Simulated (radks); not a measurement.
Results of a calculation; reference values are marked as such.
Species: the ruthenium ion Ru3+. Configuration: [Kr] 4d5. Level of theory: non-relativistic Kohn-Sham, PBE, spin-polarised, spherical densities, point nucleus; open shells are filled with parallel spins first (spin-orbit coupling, left out, can overturn this in heavy ions); relativity is left out, which matters for an element this heavy (a radial shooting solver on a logarithmic mesh with Libxc functionals).

Normalised radial functions P(r) = r R(r), r in bohr:

r,3d up,4s down,4p up
0.001142,0.0000,0.0363,0.0005
0.001487,0.0000,0.0466,0.0008
0.001936,0.0000,0.0594,0.0014
0.002541,0.0000,0.0759,0.0023
0.003309,0.0001,0.0954,0.0039
0.004309,0.0002,0.1187,0.0065
0.00561,0.0003,0.1454,0.0107
0.007364,0.0007,0.1754,0.0177
0.009589,0.0016,0.2047,0.0285
0.01249,0.0034,0.2296,0.0453
0.01626,0.0071,0.2431,0.0707
0.02134,0.0149,0.2345,0.1087
0.02779,0.0301,0.1919,0.1593
0.03618,0.0593,0.1043,0.2230
0.04712,0.1129,-0.0309,0.2931
0.06185,0.2103,-0.2026,0.3535
0.08053,0.3653,-0.3526,0.3690
0.1049,0.5959,-0.4089,0.3010
0.1365,0.8998,-0.2926,0.1194
0.1792,1.2471,0.0253,-0.1702
0.2334,1.5276,0.4106,-0.4537
0.3039,1.6374,0.6305,-0.5754
0.3957,1.4982,0.4592,-0.3928
0.5152,1.1377,-0.1061,0.0882
0.6763,0.6792,-0.7864,0.6778
0.8806,0.3149,-1.1379,1.0413
1.147,0.1050,-1.0198,1.0244
1.493,0.0232,-0.6263,0.7172
1.96,0.0029,-0.2573,0.3503
2.552,0.0002,-0.0709,0.1192
3.323,0.0000,-0.0116,0.0258
4.327,0.0000,-0.0010,0.0031

3d up: eigenvalue -312.78 eV, 0 radial nodes, <r> = 0.384 bohr, 90 % of the charge inside 0.610 bohr. 4s down: eigenvalue -103.70 eV, 3 radial nodes at r = 0.0447, 0.176, 0.494 bohr, <r> = 1.04 bohr, 90 % of the charge inside 1.50 bohr. 4p up: eigenvalue -81.156 eV, 2 radial nodes at r = 0.154, 0.494 bohr, <r> = 1.12 bohr, 90 % of the charge inside 1.65 bohr.
